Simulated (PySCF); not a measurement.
# PtOF2 at several levels of theory

All levels use the PBE0 minimum (quintet; Pt–F 1.880 Å (×2), Pt–O 1.903 Å; F–Pt–F 161.2°, F–Pt–O 99.4° (×2)), basis [Pt def2-TZVP with ECP60, O def2-TZVP, F def2-TZVP], scalar-relativistic core potentials, density fitting, no spin–orbit coupling, PySCF. For vertical energies the ionised species is a quartet (spins chosen at PBE0 and kept) and the electron-attached one a quartet. Atomisation goes to high-spin ground-configuration atoms, without zero-point energy. Open shells are unrestricted, also as the reference of the correlated levels. A dash marks a value that was not computed or is not defined at that level.

```tsv
level	atomisation (kJ/mol)	vertical IP (eV)	vertical EA (eV)	−ε(HOMO) (eV)	dipole (D)
PBE0	?	?	?	?	?
HF	316	10.22	2.78	11.85	1.94
MP2	787	10.61	4.44	–	–
PBE	?	?	?	?	?
r2SCAN	979	10.16	3.69	6.70	0.55
B3LYP	862	10.37	3.93	7.64	0.50
```

Question: Fill in the row of PBE0.

Answer: atomisation (kJ/mol) 850, vertical IP (eV) 10.37, vertical EA (eV) 3.86, −ε(HOMO) (eV) 7.93, dipole (D) 0.37.

Question: Fill in the row of PBE.

Answer: atomisation (kJ/mol) 1032, vertical IP (eV) 9.82, vertical EA (eV) 3.66, −ε(HOMO) (eV) 6.14, dipole (D) 0.72.

Without diffuse functions attachment energies tend to come out too low.

With open d or f shells other occupations or spin states may lie lower. With an element this heavy the missing spin–orbit coupling can shift these numbers.
